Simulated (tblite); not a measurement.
Compound: C6H7NO.
Cartesian coordinates in Å at the GFN2-xTB level; atoms count from 1:
```xyz
15
C6H7NO angstrom
C      3.397    0.743    0.106
C      2.360   -0.023   -0.117
C      1.385   -0.787   -0.342
C      0.330   -1.538   -0.569
C     -1.073   -1.066   -0.456
O     -2.021   -1.792   -0.688
N     -1.202    0.228   -0.078
C     -2.484    0.863    0.087
H      4.404    0.369    0.014
H      3.284    1.777    0.392
H      0.435   -2.574   -0.860
H     -0.369    0.765    0.105
H     -2.625    1.193    1.118
H     -3.246    0.126   -0.163
H     -2.580    1.723   -0.580
```

Computed with GFN2-xTB (tblite): harmonic, unscaled wavenumbers at the GFN2-xTB geometry, gas phase. This tight-binding method is rough: wavenumbers can miss measured ones by several per cent, in bad cases by 10 to 20. One conformer, not necessarily the lowest.

Harmonic wavenumbers (cm⁻¹): 49.4, 74.5, 123.8, 146.6, 206.8, 225.9, 251.9, 339.8, 388.6, 470.1, 481.8, 500.6, 640.4, 678.4, 822.5, 843.0, 862.7, 964.4, 991.3, 1107.5, 1108.4, 1126.1, 1194.8, 1227.0, 1386.5, 1393.9, 1415.4, 1463.1, 1483.4, 1698.4, 1716.3, 2177.3, 2961.3, 2979.4, 3029.1, 3063.4, 3074.4, 3085.9, 3444.1.

A = 4291, B = 1080, C = 867.9 MHz; mass 109.053 u (most abundant isotopes); point group Cs, symmetry number 1.

Q: Zero-point energy?

A: Half the sum of the wavenumbers: 24599 cm⁻¹ = 294.27 kJ/mol.

Q: Give the ideal-gas entropy at 500 K and 1 bar in the rigid-rotor, harmonic-oscillator model (classical rotation).

A: Translation 178.12, rotation 126.82, vibration 181.09: S = 486.0 J/(mol K).

Q: And Cp and H(500 K) − H(0)?

A: Cp = 197.83 J/(mol K), of which vibrations give 164.57 (their classical limit is 39 R = 324.3); H(500 K) − H(0) = 61.94 kJ/mol without the zero-point energy, 45.31 from vibrations.

Q: What must be added to the electronic energy to get the Gibbs energy at 500 K and 1 bar?

A: ZPE + [H(500 K) − H(0)] − T·S = 294.27 + 61.94 − 243.01 = 113.20 kJ/mol.

Q: Blend soft modes into free rotors: weight 1/[1 + (100 cm⁻¹/ν̃)⁴] for the oscillator and the rest for a rotor with moment μB/(μ + B), μ = h/(8π²ν), B = 10⁻⁴⁴ kg m². What vibrational entropy results?

A: 167.74 J/(mol K) in place of 181.09, which changes −T·S at 500 K by +6.67 kJ/mol.

Q: Which modes carry the vibrational entropy at 500 K?

A: 49.4 cm⁻¹: 24.54; 74.5 cm⁻¹: 21.13; 123.8 cm⁻¹: 16.94; 146.6 cm⁻¹: 15.55; 206.8 cm⁻¹: 12.75; 225.9 cm⁻¹: 12.04 J/(mol K); the other 33 give 78.13 together.

Hindered rotation and anharmonicity are outside this model. Other conformers, if any are populated, would add a mixing term that is left out.

Run on an Arm Neoverse N1 with one thread, no GPU, shared host. This covers the Hessian and the dipole derivatives.
